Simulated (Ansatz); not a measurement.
Z-matrix (Å, degrees):
```
C
B 1 1.576
C 1 1.521 2 111.5
H 1 1.098 2 108.7 3 120.0
H 1 1.099 2 112.1 3 -123.4
N 2 1.391 1 122.2 3 134.7
H 2 1.202 1 120.2 3 -48.1
N 3 1.457 1 109.3 2 -57.1
H 3 1.095 1 109.0 2 60.2
H 3 1.101 1 110.5 2 177.3
H 6 1.005 2 123.1 1 178.7
H 6 1.006 2 123.2 1 -3.1
H 8 1.012 3 111.3 1 178.6
H 8 1.013 3 110.2 1 -62.9
```

Total charge 0; spin multiplicity 1.

**Question.** List the r2SCAN/def2-TZVPP orbital energies in eV (the Gaussian-basis code of Ansatz). (Best estimate.)

**Answer.** Ansatz gave: Occupied: -384.98, -384.61, -273.39, -272.09, -179.46, -22.94, -22.43, -18.70, -15.32, -12.93, -12.66, -12.29, -11.40, -10.68, -9.07, -8.78, -8.30, -7.22, -7.03, -5.53. Lowest empty: 0.38, 1.13, 1.46, 2.07, 2.27, 2.99, 3.21, 3.50.
